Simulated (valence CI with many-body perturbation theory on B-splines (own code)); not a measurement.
Energy levels of Ta59+

Method: valence CI with perturbative core correlation (CI+MBPT): four valence electrons over a frozen Dirac-Fock core [Ne], radial functions for each j: 11 s, 11 p, 9 d, 7 f, 5 g, 2 h, 1 i, with the one-electron correlation potential Σ1, the two-electron term Σ2, the three-electron term Σ3, Breit, model QED; selected CI, second order for the rest (own B-spline code, finite nucleus).

The last digits are not significant, and no measured levels were compared; by estimate large intervals hold to a few tenths of a per cent, small ones and those within an open d or f shell to about a per cent.

Levels 1 to 45 of 66, with energies above the lowest level, (3s^2 3p1/2^2) J=0. "Leading %" is the weight of the configuration and term that name the level; weights of strongly mixed levels are sums over their largest components and can fall short. In the jj column 3d3/2^4 stands for four electrons in 3d with j = 3/2. Lifetimes count E1, E2, E3, M1 and M2 decay at the calculated energies, and are blank where another channel may lead or the interval is too uncertain; long ones can be off by a factor of two.

```tsv
No.	Configuration	Term	J	E (× 10³ cm⁻¹)	Leading %	Second component	Leading jj	Lifetime
1	3s2 3p2	3P	0	0.00	69	31 % 3s2 3p2 1S	3s^2 3p1/2^2 (100 %)	
2	3s2 3p2	3P	1	2624.5	99		3s^2 3p1/2 3p3/2 (99 %)	4.57 ns
3	3s2 3p2	1D	2	2698.6	64	35 % 3s2 3p2 3P	3s^2 3p1/2 3p3/2 (99 %)	283 ns
4	3s 3p3	3P°	2	3954.9	46	27 % 3s 3p3 5S°	3s 3p1/2^2 3p3/2 (97 %)	38.7 ps
5	3s 3p3	3D°	1	4175.4	28	24 % 3s 3p3 1P°	3s 3p1/2^2 3p3/2 (82 %)	1.39 ps
6	3s2 3p 3d	3F°	2	4370.3	74	20 % 3s2 3p 3d 1D°	3s^2 3p1/2 3d3/2 (99 %)	103 ps
7	3s2 3p 3d	3D°	1	4715.4	44	25 % 3s2 3p 3d 1P°	3s^2 3p1/2 3d3/2 (82 %)	241 fs
8	3s2 3p 3d	3P°	2	5138.7	45	34 % 3s2 3p 3d 3D°	3s^2 3p1/2 3d5/2 (97 %)	3.19 ps
9	3s2 3p 3d	3F°	3	5147.2	51	26 % 3s2 3p 3d 1F°	3s^2 3p1/2 3d5/2 (98 %)	4.96 ps
10	3s2 3p2	3P	2	5379.0	64	35 % 3s2 3p2 1D	3s^2 3p3/2^2 (98 %)	1.55 ns
11	3s2 3p2	1S	0	5541.0	68	30 % 3s2 3p2 3P	3s^2 3p3/2^2 (98 %)	1.36 ns
12	3s 3p2 3d	3D	1	5733.6	44	39 % 3s 3p2 3d 5F	3s 3p1/2^2 3d3/2 (99 %)	18.5 ps
13	3s 3p2 3d	3D	2	5791.7	30	19 % 3s 3p2 3d 5F	3s 3p1/2^2 3d3/2 (97 %)	19.0 ps
14	3s 3p2 3d	3D	3	6462.8	34	20 % 3s 3p2 3d 5D	3s 3p1/2^2 3d5/2 (98 %)	4.27 ps
15	3s 3p3	3D°	2	6513.9	50	44 % 3s 3p3 5S°	3s 3p1/2 3p3/2^2 (95 %)	1.99 ps
16	3s 3p2 3d	3F	2	6573.4	28	22 % 3s 3p2 3d 1D	3s 3p1/2^2 3d5/2 (96 %)	3.85 ps
17	3s 3p3	3D°	3	6659.1	94		3s 3p1/2 3p3/2^2 (94 %)	2.95 ps
18	3s 3p3	3P°	0	6751.7	86	13 % 3s2 3p 3d 3P°	3s 3p1/2 3p3/2^2 (86 %)	1.63 ps
19	3s 3p3	3P°	1	6868.5	34	20 % 3s 3p3 3D°	3s 3p1/2 3p3/2^2 (83 %)	949 fs
20	3s 3p3	1D°	2	6869.1	56	12 % 3s2 3p 3d 3D°	3s 3p1/2 3p3/2^2 (72 %)	767 fs
21	3s 3p3	3S°	1	6959.1	32	26 % 3s 3p3 3P°	3s 3p1/2 3p3/2^2 (97 %)	341 fs
22	3s2 3p 3d	3F°	3	7289.9	44	37 % 3s2 3p 3d 1F°	3s^2 3p3/2 3d3/2 (94 %)	491 fs
23	3s2 3p 3d	3D°	2	7321.4	40	19 % 3s 3p3 1D°	3s^2 3p3/2 3d3/2 (71 %)	229 fs
24	3s2 3p 3d	3P°	1	7326.8	46	32 % 3s2 3p 3d 3D°	3s^2 3p3/2 3d3/2 (83 %)	289 fs
25	3s2 3p 3d	3P°	0	7336.1	86	13 % 3s 3p3 3P°	3s^2 3p3/2 3d3/2 (86 %)	342 fs
26	3s2 3p 3d	3F°	4	7713.2	99		3s^2 3p3/2 3d5/2 (99 %)	2.90 ns
27	3s2 3p 3d	3P°	2	7789.2	44	41 % 3s2 3p 3d 1D°	3s^2 3p3/2 3d5/2 (96 %)	5.60 ps
28	3s2 3p 3d	3D°	3	7974.0	60	36 % 3s2 3p 3d 1F°	3s^2 3p3/2 3d5/2 (95 %)	1.66 ps
29	3s2 3p 3d	1P°	1	8053.9	63	24 % 3s2 3p 3d 3P°	3s^2 3p3/2 3d5/2 (96 %)	2.34 ps
30	3s 3p2 3d	5F	2	8126.6	22	22 % 3p4 3P	3s 3p1/2 3p3/2 3d3/2 (64 %)	2.62 ps
31	3s 3p2 3d	5D	0	8185.6	74	14 % 3s 3p2 3d 3P	3s 3p1/2 3p3/2 3d3/2 (92 %)	13.3 ps
32	3s 3p2 3d	5D	1	8207.5	51	22 % 3s 3p2 3d 5F	3s 3p1/2 3p3/2 3d3/2 (99 %)	15.4 ps
33	3s 3p2 3d	5F	3	8250.5	44	35 % 3s 3p2 3d 3F	3s 3p1/2 3p3/2 3d3/2 (97 %)	14.3 ps
34	3p4	3P	2	8281.2	28	21 % 3s 3p2 3d 5F	3s 3p1/2 3p3/2 3d3/2 (51 %)	953 fs
35	3p4	1S	0	8373.8	44	25 % 3p4 3P	3p1/2^2 3p3/2^2 (69 %)	757 fs
36	3s 3p2 3d	3G	4	8385.1	30	20 % 3s 3p2 3d 5F	3s 3p1/2 3p3/2 3d3/2 (94 %)	38.9 ps
37	3s 3p2 3d	3F	2	8496.0	58	9 % 3s 3p2 3d 3P	3s 3p1/2 3p3/2 3d3/2 (86 %)	821 fs
38	3s 3p2 3d	3D	3	8546.5	32	16 % 3s 3p2 3d 3F	3s 3p1/2 3p3/2 3d3/2 (92 %)	483 fs
39	3s 3p2 3d	5P	1	8582.7	30	30 % 3s 3p2 3d 3P	3s 3p1/2 3p3/2 3d3/2 (97 %)	436 fs
40	3s 3p2 3d	3D	2	8596.9	25	22 % 3s 3p2 3d 5P	3s 3p1/2 3p3/2 3d3/2 (85 %)	327 fs
41	3s 3p2 3d	3G	3	8621.3	46	21 % 3s 3p2 3d 1F	3s 3p1/2 3p3/2 3d3/2 (98 %)	470 fs
42	3s 3p2 3d	3D	1	8634.1	44	18 % 3s 3p2 3d 1P	3s 3p1/2 3p3/2 3d3/2 (96 %)	379 fs
43	3s 3p2 3d	5D	4	8797.4	47	36 % 3s 3p2 3d 5F	3s 3p1/2 3p3/2 3d5/2 (99 %)	118 ps
44	3s 3p2 3d	3D	1	8824.1	48	18 % 3s 3p2 3d 3P	3s 3p1/2 3p3/2 3d3/2 (91 %)	233 fs
45	3s 3p2 3d	3F	2	8845.5	30	14 % 3s 3p2 3d 1D	3s 3p1/2 3p3/2 3d3/2 (75 %)	246 fs
```

The ionisation energy to 3s2 3p 2P°_1/2 of the next ion comes out as 6366.4 eV (NIST: 6364 ± 7 eV (theoretical)). All 66 levels together are meant to be complete up to 9783.6 × 10³ cm⁻¹.
